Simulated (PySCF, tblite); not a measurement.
Isomers of C5H9N3OSi, one GFN2-xTB conformer each. Single-point energies are computed at PBE0/pcSseg-1 (PySCF, gas phase, no added dispersion term), electronic only.

| SMILES | GFN2-xTB relative energy (kcal/mol) |
| --- | --- |
| CCc1nnc(C=O)n1[SiH3] | 7.9 |
| CCc1ncnnc1O[SiH3] | 0.0 |

Conformers: `[CH3:1][CH2:2][c:3]1[n:4][n:5][c:6]([CH:7]=[O:8])[n:9]1[SiH3:10]` with C1–C2–C3–N4 99°, N5–C6–C7–O8 -179°; `[CH3:1][CH2:2][c:3]1[n:4][cH:5][n:6][n:7][c:8]1[O:9][SiH3:10]` with C1–C2–C3–N4 -102°, N7–C8–O9–Si10 -1°.

Question: What does PBE0/pcSseg-1 give for the same structures?

Answer: 
| SMILES | PBE0/pcSseg-1 E (Eh) | PBE0/pcSseg-1 (kcal/mol) | GFN2-xTB (kcal/mol) | point group |
| --- | --- | --- | --- | --- |
| CCc1nnc(C=O)n1[SiH3] | -724.23608 | 0.0 | 7.9 | C1 |
| CCc1ncnnc1O[SiH3] | -724.23250 | 2.2 | 0.0 | C1 |

GFN2-xTB puts CCc1ncnnc1O[SiH3] lowest instead. As drawn, the lower has a C=O bond, which the higher lacks; the higher has an Si–O bond, which the lower lacks. Neighbours under 2.5 kcal/mol apart (CCc1nnc(C=O)n1[SiH3] and CCc1ncnnc1O[SiH3]) can change places with a better method, another conformer or zero-point energy.

Question: Which frontier levels, dipoles and rotational constants go with these structures?

Answer: 
| SMILES | HOMO (eV, PBE0/pcSseg-1) | LUMO (eV) | dipole (D) | A, B, C (MHz) |
| --- | --- | --- | --- | --- |
| CCc1nnc(C=O)n1[SiH3] | -7.72 | -2.37 | 2.95 | 1842, 1021, 706.3 |
| CCc1ncnnc1O[SiH3] | -6.94 | -1.86 | 2.44 | 1517, 1040, 653.8 |

Question: What happens when harmonic zero-point energies from GFN2-xTB frequencies are added?

Answer: 
```tsv
SMILES	ZPE (kcal/mol)	electronic (kcal/mol)	with ZPE (kcal/mol)
CCc1nnc(C=O)n1[SiH3]	86.3	0.0	0.0
CCc1ncnnc1O[SiH3]	85.5	2.2	1.5
```

The zero-point energies span 0.8 kcal/mol. The order is unchanged.
